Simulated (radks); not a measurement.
Results of a calculation; reference values are marked as such.
Isoelectronic series with 27 electrons, all held in the configuration [Ar] 3d7 4s2, which need not be the ground one along the series. Code: a radial shooting solver on a logarithmic mesh with Libxc functionals. Model: Dirac Kohn-Sham, BLYP, spin-unpolarised, spherical densities, point nucleus; open shells fill j = l - 1/2 first. Total energies (hartree) and mean radii <r> (bohr):

ion    E (hartree)   4s1/2   3d5/2   3d3/2
Co     -1393.52467   2.894   1.076   1.069
Ni+    -1520.35183   2.409  0.9290  0.9238
Cu2+   -1653.32312   2.101  0.8281  0.8239
Zn3+   -1792.42391   1.878  0.7520  0.7483
Ga4+   -1937.65372   1.707  0.6915  0.6881
Ge5+   -2089.01995   1.568  0.6416  0.6385
As6+   -2246.53503   1.454  0.5995  0.5965
Se7+   -2410.21492   1.357  0.5632  0.5603
Br8+   -2580.07827   1.273  0.5316  0.5287
Kr9+   -2756.14597   1.200  0.5036  0.5008
Rb10+  -2938.44079   1.135  0.4787  0.4759
Sr11+  -3126.98721   1.078  0.4563  0.4535
Zr13+  -3522.94064  0.9795  0.4176  0.4148
Nb14+  -3730.40423  0.9370  0.4008  0.3980
Mo15+  -3944.23253  0.8981  0.3853  0.3825
